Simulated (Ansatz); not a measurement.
Molecule: MoO2, net charge 0, triplet state. The spin state was set by rule; other spins were not relaxed. SMILES: [O]=[Mo]=[O]
Structure (B3LYP-D3(BJ)/def2-TZVP (Ansatz, an electronic-structure program) minimum search):
```xyz
3

Mo     0.1535    -0.1264     0.1567
O      0.6896     0.5548    -1.3018
O     -1.4954     0.1088     0.4794
```
Charge 0, spin multiplicity 3.

Quantity: vertical electron affinity (to the quartet state of charge -1; a negative value means that the extra electron is unbound and the number depends on the basis; each state is the SCF solution reached for its spin; the UHF <S^2> is 2.11 for the triplet (pure: 2.00)), in eV. Cores are frozen in the correlated levels unless marked. UHF or UKS for open shells. No spin-orbit coupling. Frozen are the shells of the preceding noble gas and the d and f shells that filled before the atom's block. In def2 rows, elements after Kr have scalar-relativistic effective core potentials. Anions need diffuse functions: def2-D sets add few. 

```csv
level,program,vertical electron affinity (eV)
HF/def2-TZVPPD,Ansatz,1.98
HF/def2-QZVPPD,Ansatz,1.87
PBE/def2-TZVPD,Ansatz,1.56
r2SCAN/def2-TZVPD,Ansatz,1.69
B3LYP/def2-TZVPD,Ansatz,1.75
PBE0/def2-TZVPD,Ansatz,1.79
CAM-B3LYP/def2-TZVPD,Ansatz,1.89
wB97X-V/def2-TZVPD,Ansatz,1.78
wB97X/def2-TZVPD,Ansatz,1.69
MP2/def2-SVPD,Ansatz,1.45
SCS-MP2/def2-SVPD,Ansatz,1.41
SCS-MP2/def2-TZVPPD,Ansatz,1.38
CCSD/def2-TZVPPD,Ansatz,1.85
CCSD(T)/def2-TZVPPD,Ansatz,1.69
```
